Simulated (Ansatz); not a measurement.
Al10As9H26⁻, a nanocrystal cut from wurtzite AlAs (hydrogen-capped). Charge -1, multiplicity 1. Geometry PBE-D4/def2-SVP; atoms count from 1.

```xyz
45

Al    3.8389   -1.8218   -1.3995
As    4.0014    0.6003   -2.2541
Al    1.0152   -4.1871   -0.0024
As    0.1193   -3.9034    2.3460
As    1.5000   -1.8027   -0.5793
Al    1.1533   -0.1781    1.2483
Al    2.0596    2.1837   -2.2172
As    1.3816    2.1081    0.1699
Al   -1.9075   -2.5100    2.9362
As   -1.1629   -0.2741    2.0999
Al   -1.5386    1.2639    4.0070
Al   -0.5332    3.6727    0.3926
As   -1.0551    3.5049    2.8376
Al    0.0301   -1.4225   -2.4969
As    0.1781    0.9619   -3.2579
As   -2.2328   -1.4456   -1.3942
Al   -2.8385    0.2245    0.3893
Al   -1.9979    2.2342   -3.2598
As   -2.3016    2.3860   -0.7621
H     4.9313   -1.9066   -0.2241
H     3.9893   -2.6925   -2.7440
H     5.1246    1.3605   -1.5485
H     4.6109    0.6719   -3.6545
H     2.3675   -5.0604    0.0541
H    -0.2507   -4.7209   -0.8505
H     1.2755   -3.4157    3.2171
H    -0.0164   -5.2830    2.9984
H     2.2585   -0.2829    2.4066
H     2.4155    3.6299   -2.8101
H     2.5227    2.8192    0.8985
H    -2.0914   -2.5031    4.5365
H    -3.0814   -3.0960    1.9955
H    -0.4152    1.1567    5.1509
H    -3.1000    1.3777    4.3780
H    -0.2820    5.1789   -0.0954
H     0.0928    4.2477    3.5215
H    -2.1290    4.5503    3.1404
H     0.1134   -2.4384   -3.7329
H     0.5709    0.8583   -4.7314
H    -2.3923   -2.8253   -0.7658
H    -3.3419   -1.5487   -2.4374
H    -4.3866    0.1447    0.7944
H    -1.7930    3.6993   -3.8922
H    -3.1416    1.2527   -3.8361
H    -3.5611    3.2311   -0.5726
```

Single mean-field runs in def2-TZVP are fitted with def2-universal-jkfit.

Q: Estimate the Mulliken populations of the heavy atoms from the PBE0/def2-TZVP orbitals of Ansatz.

A: 
```
atom  charge (e)
 Al1        0.21
 As2       -0.18
 Al3        0.22
 As4       -0.21
 As5       -0.37
 Al6        0.24
 Al7        0.29
 As8       -0.27
 Al9        0.22
As10       -0.37
Al11        0.21
Al12        0.29
As13       -0.18
Al14        0.27
As15       -0.30
As16       -0.18
Al17        0.27
Al18        0.22
As19       -0.30
```
Mulliken values depend strongly on the basis.

Q: And the Mayer bond orders between heavy atoms (over 0.3)?

A: Al1–As2 0.64 (2.57 Å); Al1–As5 0.81 (2.48 Å); As2–Al7 0.76 (2.51 Å); Al3–As4 0.70 (2.53 Å); Al3–As5 0.76 (2.50 Å); As4–Al9 0.70 (2.53 Å); As5–Al6 0.81 (2.47 Å); As5–Al14 0.87 (2.45 Å); Al6–As8 0.72 (2.54 Å); Al6–As10 0.81 (2.47 Å); Al7–As8 0.80 (2.48 Å); Al7–As15 0.82 (2.47 Å); As8–Al12 0.80 (2.48 Å); Al9–As10 0.76 (2.50 Å); As10–Al11 0.81 (2.48 Å); As10–Al17 0.87 (2.45 Å); Al11–As13 0.64 (2.57 Å); Al12–As13 0.76 (2.51 Å); Al12–As19 0.82 (2.47 Å); Al14–As15 0.77 (2.51 Å); Al14–As16 0.73 (2.52 Å); As15–Al18 0.73 (2.52 Å); As16–Al17 0.73 (2.52 Å); Al17–As19 0.77 (2.51 Å); Al18–As19 0.73 (2.52 Å).
